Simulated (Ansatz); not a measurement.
`C[Si](C)(P)Cl` + H₂O → `C[Si](C)(O)Cl` + PH₃ at 298.15 K and 1 bar (formal hydrolysis of the Si–P bond).

Program: Ansatz. Geometries: PBE0-D4/def2-TZVP. ΔE: electronic, gas phase. CBS: MP2 limit from def2 TZ/QZ plus the TZ coupled-cluster correction, frozen cores. This one scheme is used for every species. One conformer a species, not always the lowest.

| species | CCSD(T)/CBS energy (Eh) | H − E (kJ/mol) | S (J/(mol·K)) |
| --- | --- | --- | --- |
| `C[Si](C)(P)Cl` | -1170.80528 | 272.3 | 386.4 |
| H₂O | -76.37941 | 66.4 | 188.7 |
| `C[Si](C)(O)Cl` | -904.49412 | 260.0 | 363.8 |
| PH₃ | -342.72256 | 73.1 | 210.2 |

H − E and S are ideal-gas, rigid-rotor, harmonic terms from PBE0-D4/def2-TZVP, for one conformer and one mirror image of each species. 1 Eh = 2625.50 kJ/mol, R = 8.31446 J/(mol·K).

**Question.** By hand: ΔE, ΔH, ΔS and ΔG.

**Answer.** ΔE = (-904.49412) + (-342.72256) − (-1170.80528) − (-76.37941) = -0.03199 Eh = -84.0 kJ/mol. Δ(H − E) = 260.0 + 73.1 − 272.3 − 66.4 = -5.6, so ΔH = -89.6 kJ/mol. ΔS = 363.8 + 210.2 − 386.4 − 188.7 = -1.1 J/(mol·K). ΔG = -89.6 − 298.15 × (-1.1)/1000 = -89.3 kJ/mol.

**Question.** By hand: the equilibrium constant, and the temperature at which ΔG would vanish if ΔH and ΔS stayed fixed.

**Answer.** log₁₀ K = −ΔG/(RT ln 10) = 15.6. ΔG = 0 at ΔH/ΔS = 81455 K, far beyond where these terms or the molecules hold.

The number of gas molecules stays the same, so ΔS is small and ΔH decides. A doubt of 5 kJ/mol in ΔE shifts log₁₀ K by 0.9 here. Other conformers and mirror images would add mixing entropy, several J/(mol·K) or more a flexible species. These are equilibria of isolated gas molecules and say nothing of rates. Largest T1 diagnostic: 0.013 (customary marks: 0.02 for closed shells, 0.045 for open ones).
